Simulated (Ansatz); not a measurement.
Two isomers of CH6BFOSi: A = `OC([SiH3])BF`, B = `CB(F)[SiH2]O`.

Calculated with Ansatz (gas phase, PBE0-D4/def2-TZVP geometries, no zero-point term in ΔE). CBS: MP2 limit from def2 TZ/QZ plus the TZ coupled-cluster correction, frozen cores. DFT in def2-TZVPP. B3LYP here is the variant with VWN-RPA as its local correlation; programs differ in this. One conformer a species, not always the lowest.

**Question.** Which is lower in electronic energy at CCSD(T)/CBS, and by how much? (Estimate.)

**Answer.** Ansatz gave: B, by 169.6 kJ/mol.

**Question.** Give E(B) − E(A) in kJ/mol with B2PLYP, r2SCAN-D4, ωB97M-V, HF/def2-TZVPP, PBE-D4, B3LYP, MP2/def2-TZVPP. (Estimate.)

**Answer.** Computed: B2PLYP -169.2, r2SCAN-D4 -167.6, ωB97M-V -163.0, HF/def2-TZVPP -174.0, PBE-D4 -159.7, B3LYP -168.0, MP2/def2-TZVPP -169.7. None reverses the order clearly.

Largest T1 diagnostic: 0.013.

In def2-TZVPP, CCSD(T) changes the Hartree–Fock value by +7.5 kJ/mol (the triples alone add +2.3 kJ/mol) and MP2 by +4.3 kJ/mol. From PBE to PBE0 (25 % exact exchange), in def2-TZVPP and without D4, E(B) − E(A) moves by −4.2 kJ/mol.
